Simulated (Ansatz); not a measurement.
`C[SiH2]B(N)Cl` + HCl → `NB(Cl)Cl` + `C[SiH3]`  (cleavage of the B–Si bond)

Computed with Ansatz on PBE0-D4/def2-TZVP structures; ΔE is electronic, products minus reactants. CCSD(T)/CBS adds triple-zeta CCSD(T) − MP2 to the extrapolated MP2 energy (def2 sets, frozen cores). This one scheme is used for every species. DFT in def2-TZVPP. One conformer a species, not always the lowest.

`C[SiH2]B(N)Cl`:

```xyz
12

C     1.731   -0.824    0.649
Si    0.698    0.156   -0.573
B    -1.120    0.603    0.182
N    -2.310    0.391   -0.494
Cl   -1.213    1.314    1.814
H     1.262   -1.785    0.872
H     2.731   -1.015    0.256
H     1.828   -0.271    1.585
H     0.543   -0.611   -1.847
H     1.401    1.426   -0.917
H    -3.212    0.627   -0.112
H    -2.340   -0.012   -1.415
```

HCl:

```xyz
2

Cl    0.314    0.162    0.533
H    -0.314   -0.162   -0.533
```

`NB(Cl)Cl`:

Z-matrix (Å, degrees):
```
N
B 1 1.384
H 1 1.005 2 122.3
H 1 1.005 2 122.3 3 180.0
Cl 2 1.761 1 120.3 3 -180.0
Cl 2 1.761 1 120.3 3 0.0
```

`C[SiH3]`:

```xyz
8

C    -0.905    0.302    0.255
Si    0.810   -0.270   -0.228
H    -0.933    0.598    1.306
H    -1.636   -0.496    0.106
H    -1.211    1.160   -0.348
H     1.804    0.818   -0.022
H     0.847   -0.670   -1.661
H     1.224   -1.440    0.593
```

| species | LDA (SPW92) energy (Eh) |
| --- | --- |
| `C[SiH2]B(N)Cl` | -867.99381 |
| HCl | -459.31375 |
| `NB(Cl)Cl` | -997.70250 |
| `C[SiH3]` | -329.63888 |

(1) Work out ΔE.

Largest T1 diagnostic among the species: 0.012.

## Answers

(1) ΔE = (-997.70250) + (-329.63888) − (-867.99381) − (-459.31375) = -0.03382 Eh = -88.8 kJ/mol. CCSD(T)/CBS gives -90.4 kJ/mol.

At CCSD(T), def2-SVP lies −13.7 kJ/mol from the extrapolated value and def2-TZVPP −0.9 kJ/mol. In def2-TZVPP, CCSD(T) changes the Hartree–Fock value by +17.3 kJ/mol (the triples alone add +1.5 kJ/mol) and MP2 by +9.4 kJ/mol.
